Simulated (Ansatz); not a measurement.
## Energy differences in InF

Calculated in Ansatz's Gaussian-basis code. Basis cc-pwCVTZ-PP on In, cc-pVTZ on F, scalar-relativistic core potentials (28 electrons on In), no spin–orbit coupling, 5 orbitals frozen in the corrections; active space CAS(10,8). Restricted Hartree–Fock, then the lowest state-specific CASSCF solution met for each case. Coupled cluster stands on the determinant that it favours, not always the lowest RHF. Single-reference values can break down or jump between states where bonds are stretched. Unlike active orbitals can shift such differences by tenths of an eV, at times by over 1 eV.

Case A, singlet: bond length 2.2828 Å.

Case B, singlet: bond length 1.9850 Å.

Case C, triplet: bond length 1.9850 Å.

Energy less that of case A, in eV:

| case | RHF/ROHF | CASSCF | CCSD(T) |
| --- | --- | --- | --- |
| B | -0.558 | -0.478 | -0.532 |
| C | +2.281 | +3.600 | +3.289 |

**Question.** What does SC-NEVPT2 give for these differences?

**Answer.** B: -0.512 eV (-11.8 kcal/mol); C: +3.154 eV (72.7 kcal/mol).

**Question.** Which case is lowest, and do the methods agree?

**Answer.** B is lowest in SC-NEVPT2. Of the methods shown, RHF/ROHF, CASSCF, CCSD(T) agree.
